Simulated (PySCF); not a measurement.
Isomers of C5H9NOS, one GFN2-xTB conformer each. Single-point energies are computed at PBE0/def2-SVPD (PySCF, gas phase, no added dispersion term), electronic only.

Task: Rank them by PBE0/def2-SVPD energy, lowest first (kJ/mol).
A. `[NH2:1][C@@H:2]1[CH:3]=[CH:4][S@@:5](=[O:6])[CH2:7][CH2:8]1` with H–N1–C2–C3 -177° and 64°, N1–C2–C3–C4 -134°, C3–C4–S5–O6 -133°, C4–S5–C7–C8 58°, S5–C7–C8–C2 -76°
B. `[CH3:1][N:2]([CH3:3])[C:4](=[O:5])[C@@H:6]1[CH2:7][S:8]1` with C1–N2–C4–O5 178°, N2–C4–C6–C7 161°
C. `[CH3:1]/[N:2]=[CH:3]\[CH2:4][O:5][C:6]([CH3:7])=[S:8]` with N2–C3–C4–O5 -62°, C3–C4–O5–C6 163°, C4–O5–C6–C7 180°

Result: B (0.0), C (94.7), A (155.3).

As drawn, the lowest has a three-membered ring, a C=O bond and a C(=O)–N unit, which the highest lacks; the highest has an N–H bond, an S=O bond and a C=C bond outside aromatic rings, which the lowest lacks. GFN2-xTB itself gives, in the same order: 0.0, 81.5, 132.4. Both levels put the same isomer lowest; measured from each level's own lowest isomer, the values differ by up to 22.9 kJ/mol (N[C@@H]1C=C[S@@](=O)CC1: 132.4 against 155.3).

Task: Which frontier levels, dipoles and rotational constants go with these structures?

Result: 
```csv
SMILES,"HOMO (eV, PBE0/def2-SVPD)",LUMO (eV),dipole (D),"A, B, C (MHz)"
CN(C)C(=O)[C@@H]1CS1,-6.63,-0.58,3.26,"3126, 1224, 978.0"
C/N=C\COC(C)=S,-6.67,-1.51,1.30,"3073, 929.8, 847.7"
N[C@@H]1C=C[S@@](=O)CC1,-6.71,-0.75,4.51,"4010, 1193, 1004"
```
